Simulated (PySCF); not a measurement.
Computed Raman spectrum (relative Raman activity) of a molecule C3H6BFO. Coordinates come from a B3LYP-D3(BJ)/def2-SVP optimisation. Other conformers were not sampled. The numbers are results of B3LYP-D3(BJ)/def2-SVP in PySCF, not measurements. Harmonic, unscaled wavenumbers; measured fundamentals usually lie a few per cent lower.

```
ν (cm⁻¹)  relative intensity
--------  ------------------
593                      3.8
834                      3.8
954                      7.0
971                      2.5
1164                     2.8
1184                     7.1
1238                     5.3
1265                     3.0
1345                     4.2
1407                     7.5
1434                      10
1446                      14
1503                     4.4
3001                     100
3041                      60
3053                      89
3081                      84
3116                      68
3139                      46
```

Q: Which molecule gave these data?
A) C[C@H]1COB1F
B) FCB1CCO1
C) O[C@H]1CCB1F
D) CB(F)CC=O

A: B, FCB1CCO1
